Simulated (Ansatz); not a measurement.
Reaction (atomization): `BC[SiH2][SiH3]` → B• + C• + 9 H• + 2 Si•

Calculated with Ansatz (gas phase, PBE0-D4/def2-TZVP geometries, no zero-point term in ΔE). CCSD(T)/CBS adds triple-zeta CCSD(T) − MP2 to the extrapolated MP2 energy (def2 sets, frozen cores). This one scheme is used for every species, atoms too. For atomizations the MP2-based limit and the directly extrapolated one differ by several kJ/mol either way, and by 10 to 25 for some Ge, Se and Sn compounds, so smaller differences from it don't rank the levels. DFT in def2-TZVPP. HSE06 is defined as in plane-wave codes. Open shells (•) are unrestricted, without spin–orbit coupling. Spin–orbit coupling would lower the free atoms: a little for B, C, Si. One conformer a species, not always the lowest.

`BC[SiH2][SiH3]`:

Cartesian coordinates in Å:
```
B -1.424 -1.121 0.430
C -0.723 -0.167 1.400
Si 0.168 1.079 0.262
Si 1.391 0.033 -1.440
H -0.853 -2.091 0.018
H -2.514 -0.872 0.000
H 0.078 -0.615 1.994
H -1.374 0.449 2.025
H 1.093 1.887 1.103
H -0.826 2.002 -0.348
H 2.319 -0.977 -0.863
H 2.190 1.044 -2.186
H 0.477 -0.651 -2.395
```

```tsv
level	ΔE (eV)
HSE06-D4	43.82
r2SCAN	44.04
```

(1) What does CCSD(T)/CBS give? (An estimate is asked.)

Largest T1 diagnostic among the species: 0.014.

Answers

(1) Computed: +43.91 eV. The listed levels differ from it by -0.09, 0.13 eV.

From r2SCAN to r2SCAN0 (25 % exact exchange), in def2-TZVPP and without D4, ΔE moves by −0.23 eV: exact exchange takes away binding that semilocal exchange gives to molecules. The D4 term adds +0.46 eV with B3LYP and +0.24 eV with PBE0; it sums over pairs of atoms, weighted by their polarisabilities, and B3LYP, whose exchange is more repulsive, gets the larger term.

B3LYP here is the variant with VWN-RPA as its local correlation; programs differ in this.
